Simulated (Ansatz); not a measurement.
```yaml
crystal:
  periodic: [false, false, false]
  atoms:
    - {symbol: N, position_ang: [0.803206, 0.851004, -0.787786]}
    - {symbol: B, position_ang: [0.580258, -0.170680, 0.063241]}
    - {symbol: Cl, position_ang: [1.868243, -1.122978, 0.710080]}
    - {symbol: C, position_ang: [-0.895355, -0.382189, 0.536977]}
    - {symbol: F, position_ang: [-1.259859, -1.767737, 1.068557]}
    - {symbol: H, position_ang: [0.185712, 1.402322, -1.274724]}
    - {symbol: H, position_ang: [1.702459, 1.021268, -1.012535]}
    - {symbol: H, position_ang: [-1.651341, -0.211138, -0.450420]}
    - {symbol: H, position_ang: [-1.278165, 0.215041, 1.266326]}
basis:
  gaussian: {orbitals: "6-31G*"}
hamiltonian: {xc: {name: HF}}
correlation: {method: mp2, frozen_orbitals: {N: 0}}
scf: {lower_state_search: full}
output: {forces: true}
```

```sh
$ ansatz run in.yaml --threads 2 --pin off --events-out ev --progress --plain --max-ram 4352MiB
```

Shortened log:

```
Functional definition: HF
Error: "frozen_orbitals" has no count for B
```

Task: Something in this input is off. What?

Result: Frozen orbitals are typed for one element alone, and the program wants a count for each. The input was rejected before any iteration.
